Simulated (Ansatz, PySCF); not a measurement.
Ligands exchanged one at a time, B NH2-SH. All species are isolated molecules in the gas phase. One relaxed conformer stands for each flexible species; it need not be the lowest. Strings in code marks are SMILES.

Quantity: vertical ionisation energy (energy after one electron is removed minus that of the parent at the parent's geometry), in eV.

Level 1: PBE0-D4/def2-TZVP (PySCF)
Level 2: frozen-core MP2/cc-pVTZ // PBE0-D4/def2-TZVP (Ansatz, a program for electronic structure)
Level 3: minus the HOMO energy of HF/6-31G* // PBE0-D4/def2-TZVP (PySCF)
Level 4: minus the HOMO energy of SVWN5/6-31G* // PBE0-D4/def2-TZVP (PySCF)

```tsv
species	level 1	level 2	level 3	level 4
`SB(S)S`	9.54	9.91	10.27	6.35
`NB(N)S` (N–B–S–H torsion 180°)	9.06	9.33	9.61	5.31
`NB(S)S` (S–B–S–H torsion -180°, S–B–S–H torsion 0°)	9.26	___	___	___
```

Task: Some entries are withheld; supply them.

Result: 
- `NB(S)S` (S–B–S–H torsion -180°, S–B–S–H torsion 0°), level 2: 9.65
- `NB(S)S` (S–B–S–H torsion -180°, S–B–S–H torsion 0°), level 3: 9.92
- `NB(S)S` (S–B–S–H torsion -180°, S–B–S–H torsion 0°), level 4: 5.87
